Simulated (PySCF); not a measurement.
rubidium atom (Rb), doublet (all electrons, no relativity); PySCF with CASSCF(5,4)/STO-3G.

Here is a job for PySCF.
```python
from pyscf import gto, scf, mcscf
import numpy

mol = gto.Mole()
mol.atom = '''
    Rb    0.00000000    0.00000000    0.00000000
'''
mol.basis = 'sto-3g'
mol.spin = 1
mol.verbose = 4
mol.build()

mf = scf.ROHF(mol)
mf.kernel()
mc = mcscf.CASSCF(mf, 4, 5)
mc.fix_spin_(ss=0.75)
mc.kernel()
occ = numpy.linalg.eigvalsh(mc.fcisolver.make_rdm1(mc.ci, mc.ncas, mc.nelecas))[::-1]
ss = mc.fcisolver.spin_square(mc.ci, mc.ncas, mc.nelecas)[0]
print('natural occupations', occ.round(4), ' <S^2>', round(ss, 4))
```

The log (banner, timings and long lists left out):

```
PySCF version 2.14.0

[INPUT] verbose = 4
[INPUT] num. atoms = 1
[INPUT] num. electrons = 37
[INPUT] charge = 0
[INPUT] spin (= nelec alpha-beta = 2S) = 1
[INPUT] symmetry False subgroup None
[INPUT] Mole.unit = angstrom
[INPUT] Symbol           X                Y                Z      unit          X                Y                Z       unit  Magmom
[INPUT]  1 Rb     0.000000000000   0.000000000000   0.000000000000 AA    0.000000000000   0.000000000000   0.000000000000 Bohr   0.0

nuclear repulsion = 0
number of shells = 10
number of NR pGTOs = 66
number of NR cGTOs = 22
basis = sto-3g
ecp = {}

******** <class 'pyscf.scf.rohf.ROHF'> ********
method = ROHF
initial guess = minao
damping factor = 0
level_shift factor = 0
DIIS = <class 'pyscf.scf.diis.CDIIS'>
diis_start_cycle = 1
diis_space = 8
diis_damp = 0
SCF conv_tol = 1e-09
SCF conv_tol_grad = None
SCF max_cycles = 50
direct_scf = True
direct_scf_tol = 1e-13
num. doubly occ = 18  num. singly occ = 1
Set gradient conv threshold to 3.16228e-05
init E= -2903.00642869745
  HOMO = 0.0117967432287241  LUMO = 0.327367776400515  gap/eV = 8.58713
cycle= 1 E= -2907.57593960216  delta_E= -4.57  |g|= 0.297  |ddm|= 1.78
  HOMO = 0.208600880354463  LUMO = 0.608897748933646  gap/eV = 10.89263
cycle= 2 E= -2907.60366017649  delta_E= -0.0277  |g|= 0.0278  |ddm|= 0.374
  HOMO = 0.183215731536908  LUMO = 0.581441823467697  gap/eV = 10.83628
cycle= 3 E= -2907.60385241966  delta_E= -0.000192  |g|= 0.000327  |ddm|= 0.0277
  HOMO = 0.183091916541839  LUMO = 0.581340961737164  gap/eV = 10.83691
cycle= 4 E= -2907.6038524347  delta_E= -1.5e-08  |g|= 1.77e-05  |ddm|= 0.000217
  HOMO = 0.183086331803703  LUMO = 0.581331860806639  gap/eV = 10.83681
cycle= 5 E= -2907.60385243483  delta_E= -1.36e-10  |g|= 1.36e-06  |ddm|= 2.48e-05
  HOMO = 0.183086910047371  LUMO = 0.581332627194818  gap/eV = 10.83682
Extra cycle  E= -2907.60385243484  delta_E= -2.27e-12  |g|= 2.06e-07  |ddm|= 2.24e-06
converged SCF energy = -2907.60385243484

******** <class 'pyscf.mcscf.mc1step.CASSCF'> ********
CAS (3e+2e, 4o), ncore = 16, nvir = 2
max_cycle_macro = 50
max_cycle_micro = 4
conv_tol = 1e-07
conv_tol_grad = None
orbital rotation max_stepsize = 0.02
orbital rotation threshold for CI restart = 0.01
augmented hessian ah_max_cycle = 30
augmented hessian ah_conv_tol = 1e-12
augmented hessian ah_linear dependence = 1e-14
augmented hessian ah_level shift = 1e-08
augmented hessian ah_start_tol = 2.5
augmented hessian ah_start_cycle = 3
augmented hessian ah_grad_trust_region = 3
kf_trust_region = 3
kf_interval = 4
ci_response_space = 4
ci_grad_trust_region = 3
with_dep4 0
natorb = False
canonicalization = True
sorting_mo_energy = False
ao2mo_level = 2
internal_rotation = False
******** <class 'pyscf.fci.addons.SpinPenaltyFCISolver'> ********
max. cycles = 50
conv_tol = 1e-08
davidson only = True
linear dependence = 1e-12
level shift = 0.001
max iter space = 12
nroots = 1
pspace_size = 400
spin = None
CASCI E = -2907.60556474342  S^2 = 0.7500000
Set conv_tol_grad to 0.000316228
macro iter   1 ( 17 JK    4 micro), CASSCF E = -2907.60608908549  dE = -5.24342069e-04  S^2 = 0.7500000
               |grad[o]|=0.00276  |grad[c]|=0.0347  |ddm|=0.00402  |maxRot[o]|=0.141
macro iter   2 (  7 JK    2 micro), CASSCF E = -2907.60624044264  dE = -1.51357148e-04  S^2 = 0.7500000
               |grad[o]|=0.00207  |grad[c]|=0.008  |ddm|=0.000522  |maxRot[o]|=0.066
macro iter   3 (  6 JK    2 micro), CASSCF E = -2907.60626309146  dE = -2.26488251e-05  S^2 = 0.7500000
               |grad[o]|=0.000852  |grad[c]|=0.00439  |ddm|=0.000219  |maxRot[o]|= 0.05
macro iter   4 (  4 JK    1 micro), CASSCF E = -2907.60626732816  dE = -4.23670144e-06  S^2 = 0.7500000
               |grad[o]|=0.000343  |grad[c]|=0.00236  |ddm|=7.63e-05  |maxRot[o]|=0.0346
macro iter   5 (  6 JK    1 micro), CASSCF E = -2907.60627965313  dE = -1.23249702e-05  S^2 = 0.7500000
               |grad[o]|=3.12e-05  |grad[c]|=0.00447  |ddm|=0.000131  |maxRot[o]|=0.0799
macro iter   6 (  7 JK    2 micro), CASSCF E = -2907.60630622284  dE = -2.65697108e-05  S^2 = 0.7500000
               |grad[o]|=0.000204  |grad[c]|=0.00183  |ddm|=0.000124  |maxRot[o]|=0.0699
macro iter   7 (  7 JK    2 micro), CASSCF E = -2907.60634652771  dE = -4.03048634e-05  S^2 = 0.7500000
               |grad[o]|=0.000348  |grad[c]|=0.00201  |ddm|=0.00011  |maxRot[o]|=0.0699
macro iter   8 (  7 JK    2 micro), CASSCF E = -2907.60639904098  dE = -5.25132737e-05  S^2 = 0.7500000
               |grad[o]|=0.000477  |grad[c]|=0.00225  |ddm|=0.000114  |maxRot[o]|=0.0699
macro iter   9 (  7 JK    2 micro), CASSCF E = -2907.60646184852  dE = -6.28075331e-05  S^2 = 0.7500000
               |grad[o]|=0.000588  |grad[c]|=0.00254  |ddm|=0.000128  |maxRot[o]|=0.0699
macro iter  10 (  7 JK    2 micro), CASSCF E = -2907.60653280095  dE = -7.09524302e-05  S^2 = 0.7500000
               |grad[o]|=0.00068  |grad[c]|=0.00285  |ddm|=0.000153  |maxRot[o]|=0.0699
macro iter  11 (  7 JK    2 micro), CASSCF E = -2907.60660966665  dE = -7.68657046e-05  S^2 = 0.7500000
               |grad[o]|=0.000748  |grad[c]|=0.00315  |ddm|=0.000182  |maxRot[o]|=0.0699
macro iter  12 ( 17 JK    4 micro), CASSCF E = -2907.60669162047  dE = -8.19538250e-05  S^2 = 0.7500000
               |grad[o]|=0.000795  |grad[c]|=0.00561  |ddm|=0.000272  |maxRot[o]|=0.0699
macro iter  13 ( 21 JK    4 micro), CASSCF E = -2907.60668783165  dE =  3.78882987e-06  S^2 = 0.7500000
               |grad[o]|=0.000792  |grad[c]|=0.00565  |ddm|=0.000297  |maxRot[o]|=0.0299
macro iter  14 ( 17 JK    4 micro), CASSCF E = -2907.60676736748  dE = -7.95358314e-05  S^2 = 0.7500000
               |grad[o]|=0.000805  |grad[c]|=0.0041  |ddm|=0.000272  |maxRot[o]|=0.0689
macro iter  15 ( 12 JK    3 micro), CASSCF E = -2907.60686301164  dE = -9.56441640e-05  S^2 = 0.7500000
               |grad[o]|=0.000802  |grad[c]|=0.0053  |ddm|=0.000343  |maxRot[o]|=0.0821
macro iter  16 ( 12 JK    3 micro), CASSCF E = -2907.60698656946  dE = -1.23557824e-04  S^2 = 0.7500000
               |grad[o]|=0.00079  |grad[c]|=0.00982  |ddm|=0.00065  |maxRot[o]|=0.111
macro iter  17 ( 21 JK    4 micro), CASSCF E = -2907.60717625708  dE = -1.89687612e-04  S^2 = 0.7500000
               |grad[o]|=0.000773  |grad[c]|=0.0321  |ddm|=0.0023  |maxRot[o]|=0.271
macro iter  18 ( 21 JK    4 micro), CASSCF E = -2907.60732353616  dE = -1.47279085e-04  S^2 = 0.7500000
               |grad[o]|=0.00154  |grad[c]|=0.0277  |ddm|=0.00274  |maxRot[o]|=0.292
macro iter  19 (  7 JK    2 micro), CASSCF E = -2907.60739232888  dE = -6.87927168e-05  S^2 = 0.7500000
               |grad[o]|=0.00168  |grad[c]|=0.00363  |ddm|=0.000646  |maxRot[o]|=0.0673
macro iter  20 (  6 JK    2 micro), CASSCF E = -2907.60741650617  dE = -2.41772891e-05  S^2 = 0.7500000
               |grad[o]|=0.000898  |grad[c]|=0.00199  |ddm|=0.000319  |maxRot[o]|=0.049
macro iter  21 (  9 JK    3 micro), CASSCF E = -2907.60739079616  dE =  2.57100100e-05  S^2 = 0.7500000
               |grad[o]|=0.000332  |grad[c]|=0.00622  |ddm|=0.000676  |maxRot[o]|=0.0416
macro iter  22 (  7 JK    2 micro), CASSCF E = -2907.60741013201  dE = -1.93358514e-05  S^2 = 0.7500000
               |grad[o]|=0.000428  |grad[c]|=0.00156  |ddm|=0.000206  |maxRot[o]|=0.0208
macro iter  23 (  5 JK    2 micro), CASSCF E = -2907.60741832596  dE = -8.19395063e-06  S^2 = 0.7500000
               |grad[o]|=0.000252  |grad[c]|=0.00103  |ddm|=0.000139  |maxRot[o]|=0.0164
macro iter  24 (  3 JK    1 micro), CASSCF E = -2907.60742021274  dE = -1.88678132e-06  S^2 = 0.7500000
               |grad[o]|=0.00011  |grad[c]|=0.000625  |ddm|=5.52e-05  |maxRot[o]|=0.0123
macro iter  25 (  1 JK    1 micro), CASSCF E = -2907.60742021283  dE = -9.23137122e-11  S^2 = 0.7500000
               |grad[o]|=2.74e-06  |grad[c]|=1.43e-05  |ddm|=3.81e-06  |maxRot[o]|=    0
1-step CASSCF converged in  25 macro (241 JK  61 micro) steps
CASSCF canonicalization
Density matrix diagonal elements [1.99941189 1.9971328  1.00036024 0.00309507]
CASSCF energy = -2907.60742021283
CASCI E = -2907.60742021283  E(CI) = -8.44758973123862  S^2 = 0.7500000
natural occupations [1.9995 1.9971 1.0004 0.0031]  <S^2> 0.75
```
